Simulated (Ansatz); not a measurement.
Saddle point of SnH₅ClO₂, closed shell (SnH₃Cl ([Cl][SnH3]) + H₂O₂ ([OH][OH]) → SnH₄O₂ ([OH][O][SnH3]) + HCl; bonds formed: Sn1–O7, Cl2–H6; bonds broken: Sn1–Cl2, H6–O7), PBE0-D4/def2-TZVP structure:

```xyz
9
angstrom
Sn -0.5243 0.1714 -1.0827
Cl 2.2885 -0.7649 -0.5216
H -0.4889 -1.1721 -2.1060
H -2.1205 0.5254 -0.5754
H 0.3265 1.5771 -1.4677
H 1.1500 -0.6082 0.5739
O 0.0369 -0.4787 0.8696
O -0.1234 0.6019 1.7843
H -0.5449 0.1483 2.5256
```

Energies are electronic, without zero-point energy. Barriers and step energies count from the start structure reached by relaxing down the imaginary mode; all methods use the PBE0-D4 structures, on which another method's saddle can fall below an end. Ansatz 0.2.0; basis: def2-TZVPP, with def2-QZVPP for the basis limit; cores frozen in the correlated methods. Filled d shells of the heavier atoms are correlated. Core potentials replace the inner electrons of the atoms past krypton. The def2 sets are not built for correlating such inner shells, so the correlated values are less sure here. B3LYP uses VWN-RPA correlation. Extrapolation: Hartree–Fock as exp(−7.88 √X), correlation as X^−2.97.

```
      method  barrier (kcal/mol)  step energy (kcal/mol)
       SPW92               13.34                   14.46
      PBE-D4               17.99                   15.07
     BLYP-D4                   ?                   13.79
   r2SCAN-D4               19.16                   15.83
      B97M-V                   ?                   16.87
     PBE0-D4               21.71                   17.67
    B3LYP-D4               21.88                   16.03
  r2SCAN0-D4               22.17                   18.03
    BHLYP-D4               25.69                   18.72
CAM-B3LYP-D4               22.48                   15.99
     wB97X-V               23.45                   17.21
     wB97M-V                   ?                   17.94
      B2PLYP               22.58                   15.55
    PBE-QIDH               23.32                   17.78
  RPA on PBE               24.04                   15.14
          HF               33.05                   21.26
         MP2               22.53                   15.79
        CCSD               25.86                   16.98
     CCSD(T)               23.98                   16.04
```

(1) Fill in the withheld barriers. (An estimate is asked for; the value comes from the calculation.)

The T1 diagnostic stays at or below 0.014.

Results:

(1) By the calculation: BLYP-D4 18.97; wB97M-V 23.41; B97M-V 22.67 kcal/mol. Each is the energy of the saddle less that of the start structure, by the same method.

For comparison, the barrier by CCSD(T) at an estimated basis limit (MP2 extrapolated from triple and quadruple zeta, plus CCSD(T) − MP2 in triple zeta) is 22.90 kcal/mol.

Labels in which every atom is bracketed show which atoms are joined, not bond orders.

For scale, one of the runs: CCSD(T)/def2-TZVPP, 224 basis functions, launched by `ansatz run in.yaml --threads 4 --pin off --events-out ev --progress --plain --max-ram 9574MiB`. Hardware: 4 CPU threads of an Intel Xeon Platinum 8375C, shared host. Wall time 78 s; peak host memory 4.1 GiB.
